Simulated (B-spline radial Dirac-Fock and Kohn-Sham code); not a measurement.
## What relativity does to the binding energies of Mn²⁺

System: the Mn²⁺ ion, [Ar] 3d5.

Both columns are ΔSCF binding energies of the configuration average from a radial B-spline solver: non-relativistic Hartree-Fock with a point nucleus, and Dirac-Fock with a finite nucleus and the Coulomb interaction alone, averaged over the two j levels with weights 2j+1.

```
shell  Hartree-Fock (eV)  Dirac-Fock (eV)  shift (eV)  shift (%)
   1s             6525.0           6580.6      +55.56      +0.85
   2s              793.8            805.3      +11.49      +1.45
   2p              675.5            677.5       +1.97      +0.29
   3s              118.4            120.2       +1.80      +1.52
   3p              82.46            82.81       +0.35      +0.42
   3d              30.47            30.25       -0.22      -0.71
```

Relativity binds 1s, 2s, 2p, 3s, 3p more strongly, among those listed most of all 3s in relative terms, and 3d more weakly, because the contracted s and p shells screen the nucleus better.

Values without a named source are computed, but for edge energies of neutral atoms, which are taken from tables.
